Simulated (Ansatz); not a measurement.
Reactions of `[SiH3]OC=CBr`.

Gas-phase electronic energies from Ansatz, PBE0-D4/def2-TZVP geometries. CBS: MP2 limit from def2 TZ/QZ plus the TZ coupled-cluster correction, frozen cores. This one scheme is used for every species, atoms too. Double bonds are as drawn, so ΔE can hold a change between cis and trans. No spin–orbit coupling; open shells (•) take unrestricted orbitals. Spin–orbit coupling would lower the free atoms: a little for C, O, Si; clearly for Br. Elements past krypton have def2 core potentials. For Br, I, Te outer-core shells are correlated without core-valence functions, so the limit isn't a true one: a few kJ/mol of doubt a bond, and 10 to 20 or more in all where bonds break to atoms. Scalar relativity is left out up to krypton. One conformer a species, not always the lowest.

```csv
reaction,CCSD(T)/CBS(def2) (kcal/mol)
`[SiH3]O/C=C\Br` → Br• + 2 C• + 5 H• + O• + Si•,864.5
`[SiH3]O/C=C\Br` → `Br[SiH]1CCO1`,?
`[SiH3]O/C=C\Br` + HBr → `Br/C=C\Br` + silanol,-3.4
`[SiH3]O/C=C\Br` + BH₃ → `B/C=C/O[SiH3]` + HBr,-26.3
`[SiH3]O/C=C\Br` + HI → `Br/C=C/I` + silanol,-6.6
`[SiH3]O/C=C\Br` + H₂Te → `[SiH3]O/C=C\[TeH]` + HBr,?
```

Problem. Fill in the missing values. (Best estimate.)

Solution. The calculation gave: `[SiH3]O/C=C\Br` → `Br[SiH]1CCO1`: -46.7 kcal/mol; `[SiH3]O/C=C\Br` + H₂Te → `[SiH3]O/C=C\[TeH]` + HBr: -7.2 kcal/mol.

Largest T1 diagnostic: 0.013, for `B/C=C/O[SiH3]`.
